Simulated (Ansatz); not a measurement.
Total energies of [RuNF4]- (RuNF₄⁻) from Ansatz at PBE-D4/def2-TZVPD, gas phase (1 Eh = 27.2114 eV = 2625.5 kJ/mol). The reference geometry is relaxed at r2SCAN-D4/def2-SVPD.

```xyz
6

Ru   -0.105    0.049    0.030
N    -1.492    0.700    0.433
F    -0.273   -0.598   -1.767
F    -0.175   -1.804    0.520
F     1.071    0.224    1.536
F     0.973    1.430   -0.752
```

```
            state                        geometry  energy (Eh)
charge -1 singlet                       reference   -549.03901
 charge 0 doublet                       reference   -548.88115
charge -1 triplet  relaxed at r2SCAN-D4/def2-SVPD   -548.99391
```

In the def2 sets Ru takes a core potential; there is no spin–orbit coupling.

Work out the vertical ionisation energy to the doublet.

E(charge 0 doublet) − E(charge -1 singlet) = -548.88115 − (-549.03901) = 0.15786 Eh = 4.30 eV. For comparison, −ε of the highest occupied level is 0.84 eV at this level, 3.46 eV less.

Which of the charge -1 states is lowest, and how far above it are the others?

The singlet. triplet: -548.99391 − (-549.03901) = 0.04510 Eh = 118.4 kJ/mol.

At PBE-D4/def2-TZVPD the highest occupied level of the charge -1 triplet lies above zero (up to 0.24 eV). It is a level of α spin, whose loss leaves a doublet; that state wasn't run at this geometry and level. The electron is either unbound and held by the finite basis, or the level is raised by self-interaction error.
